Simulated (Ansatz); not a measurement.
Basis-set extrapolation for C3H6OSSi, SMILES `C=C([SiH3])OC=S` (PBE0-D4/def2-TZVP geometry, frozen core, the Gaussian-basis code of Ansatz). Multiplicity 1, RHF reference.

```
                      def2-TZVPP   def2-QZVPP
                 HF  -878.462311  -878.491126
    MP2 correlation    -1.004980    -1.078274
CCSD(T) correlation    -1.106184      not run
```

Energies in hartree. Use E(X) = E(∞) + A·exp(−7.88·√X) for Hartree–Fock and E(X) = E(∞) + B·X^(−2.97) for correlation, with X = 3 and 4, and add CCSD(T) minus MP2 of the smaller set to the MP2 limit.

**Question.** What is the CCSD(T) energy at the basis-set limit?

**Answer.** HF limit: -878.491126 + (-0.028815) × 0.13774 = -878.49509. MP2 limit: -1.078274 + (-0.073294) × 0.74074 = -1.13257. Higher-order term: -1.106184 − (-1.004980) = -0.10120. Total: -879.72886 hartree, 421.0 kJ/mol below CCSD(T)/def2-TZVPP.
